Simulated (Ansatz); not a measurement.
Pb₃O₇H₈, a hydroxylated oxide cluster, relaxed as a singlet with RKS PBE-D4/def2-SVP in Ansatz, starting from the GFN2-xTB geometry. Force threshold 0.03 eV/Å.

In the def2 sets Pb takes a core potential; there is no spin–orbit coupling.

Start:

```xyz
18

Pb    2.7399   -0.3481   -0.8526
Pb   -0.3491    0.9585   -2.3241
Pb    0.1313   -0.3937    2.4486
O    -2.5074    2.7788   -2.3030
O    -1.6694    0.9400   -0.5995
O     0.7527   -2.1048    3.6123
O     1.6737    1.6891   -1.1731
O     2.3271   -0.3455    1.3824
O     0.6746   -1.0262   -1.5229
O    -0.7308   -1.4643    0.6809
H    -2.4730    2.3852   -1.4130
H    -3.2679    2.3779   -2.7292
H    -1.5410    0.1735   -0.0365
H     0.7445   -2.9879    3.2556
H     1.4157    2.0575   -0.3313
H     2.7923   -1.0234    1.8704
H     0.1368   -1.2593   -0.7243
H    -0.8500   -2.4072    0.7593
```

(1) Estimate the energy that the relaxation releases and the steps that it takes.

(2) Does the start keep its bonding and symmetry?

(3) Predict the relaxed structure.

## Answers

(1) 23.5 kcal/mol, in 35 steps; 3.3 min on 4 threads of Arm Neoverse N1 on a shared host. No frequencies were taken in this run, so the end may be a saddle point.

(2) By distances, no bond broke or formed. The bond that changes most is Pb3–O8, from 2.44 to 2.33 Å (atoms count from 1). A close non-bonded pair moves further: O4–H15, from 4.45 to 1.72 Å.

(3) 
```xyz
18

Pb    2.554    0.186   -0.732
Pb   -0.173   -0.209   -2.934
Pb   -0.540    0.297    2.065
O    -0.949    1.909   -0.163
O    -1.903    0.114   -1.589
O     0.933   -1.118    3.036
O     1.058    1.478   -1.890
O     1.630    0.581    1.254
O     0.995   -1.399   -1.348
O    -0.945   -1.293    0.447
H    -1.485    1.215   -0.792
H    -1.509    2.701   -0.068
H    -1.765   -0.555   -0.848
H     0.847   -1.995    2.610
H     0.411    1.864   -1.222
H     1.811   -0.166    1.928
H     0.323   -1.491   -0.587
H    -1.294   -2.120    0.832
```
Bond lengths (bridged metal pairs left out): 9 × O–Pb 2.21 to 2.34 Å; 8 × H–O 0.97 to 1.08 Å.
